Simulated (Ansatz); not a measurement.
Mulliken charges of CH3BrOSi (`O=C[SiH2]Br`) from B3LYP/def2-TZVPP in Ansatz (PBE0-D4/def2-TZVP geometry).

| atom | x (Å) | y (Å) | z (Å) | charge (e) |
| --- | --- | --- | --- | --- |
| O1 | -0.728 | 0.569 | -1.882 | -0.235 |
| C2 | -0.504 | -0.261 | -1.040 | 0.058 |
| Si3 | 0.336 | 0.289 | 0.604 | 0.393 |
| Br4 | 0.631 | -1.486 | 1.900 | -0.219 |
| H5 | -0.777 | -1.328 | -1.207 | 0.074 |
| H6 | -0.548 | 1.257 | 1.291 | -0.035 |
| H7 | 1.650 | 0.893 | 0.289 | -0.035 |

Task: By hand: the dipole of these point charges (1 e Å = 4.8032 D).

Result: Σ q r = (0.040, 0.117, 0.059) e Å, of length 0.137 e Å = 0.66 D.

Task: How does the dipole of the full density compare? (Estimate.)

Result: Ansatz gave: (0.055, -0.087, 0.168) e Å, 0.95 D; the point charges give 0.69 times that, at 86° from its direction.

Point charges leave out the atoms' own dipoles, such as those of lone pairs, and Mulliken's split depends on the basis, so the two needn't agree.

B3LYP here is the variant with VWN-RPA as its local correlation; programs differ in this.
